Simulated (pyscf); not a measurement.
Hydrogen shift: •H₂Si–CH₂–Cl -> H₃Si–CH•–Cl

Gas phase, doublet surface, charge 0. Bonds broken: C1–H3. Bonds formed: Si2–H3. Single points on ωB97X-D3(BJ)/def2-SVP structures (PySCF, gas phase). Correlated levels are frozen-core, on RHF or UHF. ΔMP2 is the change of the MP2 total energy from the triple- to the quadruple-zeta basis.

Transition state (Å):

```xyz
7

C      0.5033    -0.4491     0.2162
Si     0.0891     1.3480     0.2117
H     -0.4439     0.2091    -0.7919
H      1.2342    -0.8813    -0.4757
H     -0.8694     1.6827     1.2925
H      1.2036     2.3250     0.0360
Cl    -0.1558    -1.5849     1.3473
```

One imaginary mode, 1831i cm⁻¹; descent along it reached the two sides named.

```
bond    change  reactant side (Å)  saddle  product side
------  ------  -----------------  ------  ------------
C1–H3   breaks              1.099   1.532           2.8
Si2–H3   forms              2.522   1.609         1.492
```

Electronic energies relative to the reactant's lowest minimum found (kcal/mol):

```csv
level,barrier,reaction energy,reverse barrier
ωB97X-D3(BJ)/def2-TZVP,48.5,+3.1,45.4
PBE/def2-TZVP,42.1,+5.5,36.6
r²SCAN/def2-TZVP,43.9,+3.4,40.5
B3LYP-D3(BJ)/def2-TZVP,46.2,+3.5,42.7
PBE0-D3(BJ)/def2-TZVP,45.9,+5.1,40.8
M06-2X/def2-TZVP,50.2,+6.6,43.6
ωB97M-D3(BJ)/def2-TZVP,47.6,+3.4,44.2
HF/def2-TZVP,57.1,-0.2,57.3
MP2/def2-QZVPP,52.3,+7.2,45.2
CCSD/def2-TZVPP,50.2,+3.8,46.4
CCSD(T)/def2-TZVPP,48.8,+4.4,44.4
CCSD(T)/def2-TZVPP + ΔMP2(QZVPP),48.4,+4.4,44.0
```

With CCSD(T)/def2-TZVPP + ΔMP2(QZVPP) energies and thermal terms (ideal gas, 1 atm, RRHO with modes under 100 cm⁻¹ raised to 100, one conformer, R ln 2 for chiral ones without a mode under 150 cm⁻¹), in kcal/mol:

```csv
T (K),ΔH‡,ΔG‡,ΔH,ΔG
298,44.5,44.0,+2.3,+1.7
600,44.5,43.5,+2.6,+1.1
900,44.3,43.1,+2.8,+0.3
1200,44.1,42.7,+3.1,-0.6
```

The same reactants have a lower exit, to •H₂C–SiH₂–Cl (barrier +19.7 kcal/mol at ωB97M-D3(BJ)/def2-TZVP, against +47.6 kcal/mol here). •H₂Si–CH₂–Cl lies 42.5 kcal/mol over its isomer H₃C–SiH•–Cl (electronic energy, ωB97M-D3(BJ)/def2-TZVP). H₃Si–CH•–Cl lies 45.9 kcal/mol over its isomer H₃C–SiH•–Cl (electronic energy, ωB97M-D3(BJ)/def2-TZVP). One saddle was located; it need not be the lowest between these sides. The CCSD(T) − MP2 part came from Ansatz, without density fitting, on the same reference.
